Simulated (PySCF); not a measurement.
diphosphane (H$_{4}$P$_{2}$), singlet, geometry from GFN2-xTB; HF/6-311G** in PySCF.

PySCF was given this input:
```python
from pyscf import gto, scf

mol = gto.Mole()
mol.atom = '''
    P    -0.96539623   -0.47513455   -0.03279552
    P     0.96539623    0.47513455    0.03279552
    H    -1.49020664    0.30760915    0.99617880
    H    -1.46238425    0.38946218   -1.00869367
    H     1.46238425   -0.38946218    1.00869367
    H     1.49020664   -0.30760915   -0.99617880
'''
mol.basis = '6-311g**'
mol.verbose = 4
mol.build()

mf = scf.RHF(mol)
mf.kernel()
```

What the program printed (banner, timings and long lists left out):

```
PySCF version 2.14.0

[INPUT] verbose = 4
[INPUT] num. atoms = 6
[INPUT] num. electrons = 34
[INPUT] charge = 0
[INPUT] spin (= nelec alpha-beta = 2S) = 0
[INPUT] symmetry False subgroup None
[INPUT] Mole.unit = angstrom
[INPUT] Symbol           X                Y                Z      unit          X                Y                Z       unit  Magmom
[INPUT]  1 P     -0.965396230000  -0.475134550000  -0.032795520000 AA   -1.824334476388  -0.897874171818  -0.061974550913 Bohr   0.0
[INPUT]  2 P      0.965396230000   0.475134550000   0.032795520000 AA    1.824334476388   0.897874171818   0.061974550913 Bohr   0.0
[INPUT]  3 H     -1.490206640000   0.307609150000   0.996178800000 AA   -2.816082418608   0.581297046910   1.882505103098 Bohr   0.0
[INPUT]  4 H     -1.462384250000   0.389462180000  -1.008693670000 AA   -2.763505721377   0.735976856076  -1.906154779882 Bohr   0.0
[INPUT]  5 H      1.462384250000  -0.389462180000   1.008693670000 AA    2.763505721377  -0.735976856076   1.906154779882 Bohr   0.0
[INPUT]  6 H      1.490206640000  -0.307609150000  -0.996178800000 AA    2.816082418608  -0.581297046910  -1.882505103098 Bohr   0.0

nuclear repulsion = 91.2375543898401
number of shells = 40
number of NR pGTOs = 122
number of NR cGTOs = 76
basis = 6-311g**
ecp = {}

******** <class 'pyscf.scf.hf.RHF'> ********
method = RHF
initial guess = minao
damping factor = 0
level_shift factor = 0
DIIS = <class 'pyscf.scf.diis.CDIIS'>
diis_start_cycle = 1
diis_space = 8
diis_damp = 0
SCF conv_tol = 1e-09
SCF conv_tol_grad = None
SCF max_cycles = 50
direct_scf = True
direct_scf_tol = 1e-13
Set gradient conv threshold to 3.16228e-05
Initial guess from minao.
init E= -683.700848493731
  HOMO = -0.234325436330015  LUMO = 0.0525816730187649  gap/eV = 7.80714
cycle= 1 E= -683.769969022413  delta_E= -0.0691  |g|= 0.244  |ddm|= 1.82
  HOMO = -0.346655128714033  LUMO = 0.0906080198738389  gap/eV = 11.89854
cycle= 2 E= -683.794945608338  delta_E= -0.025  |g|= 0.0733  |ddm|= 0.277
  HOMO = -0.33566182860462  LUMO = 0.102355997728408  gap/eV = 11.91907
cycle= 3 E= -683.797356651752  delta_E= -0.00241  |g|= 0.0252  |ddm|= 0.102
  HOMO = -0.340146852001208  LUMO = 0.102149700783191  gap/eV = 12.03550
cycle= 4 E= -683.797788822643  delta_E= -0.000432  |g|= 0.00484  |ddm|= 0.0544
  HOMO = -0.340098965407112  LUMO = 0.102432088625476  gap/eV = 12.04188
cycle= 5 E= -683.797809262135  delta_E= -2.04e-05  |g|= 0.00117  |ddm|= 0.0141
  HOMO = -0.340304010974947  LUMO = 0.102451808542875  gap/eV = 12.04800
cycle= 6 E= -683.797810778787  delta_E= -1.52e-06  |g|= 0.000247  |ddm|= 0.00497
  HOMO = -0.340359979620666  LUMO = 0.102446690317273  gap/eV = 12.04938
cycle= 7 E= -683.797810848505  delta_E= -6.97e-08  |g|= 5.58e-05  |ddm|= 0.00127
  HOMO = -0.340352436879925  LUMO = 0.102452792545304  gap/eV = 12.04934
cycle= 8 E= -683.797810851226  delta_E= -2.72e-09  |g|= 1.38e-05  |ddm|= 0.000243
  HOMO = -0.340351999878429  LUMO = 0.102452871142106  gap/eV = 12.04933
cycle= 9 E= -683.797810851455  delta_E= -2.29e-10  |g|= 2.2e-06  |ddm|= 8.78e-05
  HOMO = -0.340351748621515  LUMO = 0.102452872227455  gap/eV = 12.04933
Extra cycle  E= -683.797810851465  delta_E= -9.55e-12  |g|= 9.22e-07  |ddm|= 7.89e-06
converged SCF energy = -683.797810851465
```
